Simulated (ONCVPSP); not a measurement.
# barium (Ba): one change to an ONCV potential, before and after

ONCVPSP 4.0.1 input, shortened (lines: element, Z, core and valence counts, functional; n l f; lmax; l rc ep ncon nbas qcut; lloc lpopt rc5 dvloc0; l nproj debl; icmod fcfact rcfact), Wu-Cohen, scalar-relativistic:

```
  Ba 56.00    9    2  -118130      upf
    1    0    2.00
    2    0    2.00
    2    1    6.00
    3    0    2.00
    3    1    6.00
    3    2   10.00
    4    0    2.00
    4    1    6.00
    4    2   10.00
    5    0    2.00
    5    1    6.00
    2
    0    2.55    0.00    4    7    4.80
    1    1.90    0.00    4    7    3.60
    2    2.40    0.33    4    8    4.20
    4    3    1.85    4.00
    0    2    3.50
    1    3    1.70
    2    1    4.00
    3    2.75    1.40
```

In the s channel the program set the typed energies aside and used -1.692, 0.050 Ha. In the d channel the program set the typed energies aside and used 0.050 Ha.

Change: p: rc 1.52; local potential polynomial inside 1.52 bohr (lpopt 3, dvloc0 4 Ha).

Cutoffs: the cutoffs (Ha) at which the residual kinetic energy of the hardest occupied pseudo-wave falls to 1 and 0.1 mHa per electron; they do not see the model core or the augmentation charge, which bear on the density cutoff. Errors are all-electron minus pseudo energies relative to the spin-unpolarised reference configuration.

Task: Predict the effect on cutoff, ghosts and configuration errors.

Result: The potential gets neither clearly harder nor softer (32 Ha and 40 Ha → 22 Ha and 42 Ha); a bound ghost appears in p, which as a rule spoils a file; of the 4 tests that both files solve, the error grows in 1 and shrinks in 3 by more than 15 % and 0.3 meV (median size 1.8 → 0.7 meV).

```tsv
quantity	base	changed
cutoff, loose	32 Ha	22 Ha
cutoff, tight	40 Ha	42 Ha
loose cutoff by channel	s 7.8 Ha, p 32 Ha	s 7.8 Ha, p 22 Ha
bound ghosts	none	p
GHOST(+) flags under 300 eV	none	s at 121.5 eV
error for 5s2 5p6 6s2, meV [ΔE -15.20 eV]	+1.8	+0.5
error for 5s2 5p6 6s1, meV [ΔE -9.83 eV]	+1.5	+0.8
error for 5s2 5p6 6s1.5, meV [ΔE -13.05 eV]	+1.7	+0.7
error for 5s2 5p6 5d0.5 6s1.5, meV [ΔE -14.55 eV]	+10	+26
s: phases at 2.58 bohr within 0.05 rad from the reference energy up to (Ha; the scan ends near 5)	3.5	3.3
d: phases at 2.43 bohr within 0.05 rad from the reference energy up to (Ha; the scan ends near 5)	2.2	1.5
rms error of d²Exc/dni dnj with the model core, mHa	0.39	0.36
```

 A true bound ghost makes a file unfit for plane-wave use even where its test errors are small: the radial tests pick states by their node count and pass the ghost by.
